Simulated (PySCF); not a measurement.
phosphorus nitride (NP), SMILES N#P.

Geometry: r2SCAN-D4/def2-TZVPD.

Calculation: TDA-M06-2X/def2-TZVPD (PySCF).

Vertical excitations; the highest root listed may be one member of a degenerate set.  State labels are in the subgroup C2v.

Computed excitation energies, oscillator strengths and character:
```csv
state,symmetry,energy (eV),λ (nm),f,main pairs
S1,A2,4.23,293,0.000,"HOMO→LUMO 49 %, HOMO−1→LUMO+1 49 %"
S2,B2,4.99,248,0.004,HOMO−2→LUMO+1 (degenerate set)
S3,B1,4.99,248,0.004,HOMO−2→LUMO (degenerate set)
S4,A1,5.18,239,0.000,"HOMO−1→LUMO, HOMO→LUMO+1 (degenerate set)"
S5,A2,5.18,239,0.000,"HOMO−1→LUMO+1, HOMO→LUMO (degenerate set)"
S6,A1,8.34,149,0.023,"HOMO−2→LUMO+3 55 %, HOMO→LUMO+1 17 %, HOMO−1→LUMO 17 %"
S7,B2,8.68,143,0.074,HOMO→LUMO+3 (degenerate set)
S8,B1,8.68,143,0.074,HOMO−1→LUMO+3 (degenerate set)
S9,B2,9.36,133,0.062,HOMO→LUMO+2 (degenerate set)
S10,B1,9.36,133,0.062,HOMO−1→LUMO+2 (degenerate set)
T1,A1,3.74,332,0,"HOMO−1→LUMO 49 %, HOMO→LUMO+1 49 %"
T2,B1,4.03,307,0,HOMO−2→LUMO (degenerate set)
T3,B2,4.03,307,0,HOMO−2→LUMO+1 (degenerate set)
T4,A2,4.23,293,0,"HOMO→LUMO 49 %, HOMO−1→LUMO+1 49 %"
```
Triplets are in the Tamm–Dancoff approximation.
